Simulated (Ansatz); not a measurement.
The cluster CuNi₂⁺, relaxed as a triplet with UKS PBE0-D4/def2-TZVP in Ansatz, starting from the PBE0-D4/def2-TZVP geometry of the charge +1 singlet. Force threshold 0.02 eV/Å.

The relaxation made no stability test and no search for a lower SCF solution. The structure comes from a short search, and lower isomers may exist.

Start:

```xyz
3

Ni   -1.161   -0.179    0.507
Ni    0.536    1.103    0.360
Cu    0.625   -0.924   -0.868
```

| step | energy (eV) | largest force component (eV/Å) | SCF passes |
| --- | --- | --- | --- |
| 1 | -126702.1162 | 1.857 | 86 |
| 2 | -126702.3369 | 0.735 | 53 |
| 3 | -126702.4040 | 0.059 | 47 |
| 4 | -126702.4047 | 0.011 | 50 |

Force components are those of the run's own axes.

End:

```csv
atom,x (Å),y (Å),z (Å)
Ni1,-1.2653,-0.2723,0.5084
Ni2,0.6531,1.1788,0.3427
Cu3,0.6121,-0.9065,-0.8511
```

By distances, no bond broke or formed. The bond that changes most is Ni1–Ni2, from 2.13 to 2.41 Å (atoms count from 1).

No frequencies were taken in this run, so the end may be a saddle point.

Run time 21 s (4 threads of Arm Neoverse V1 on a shared host), peak host memory 0.64 GiB.
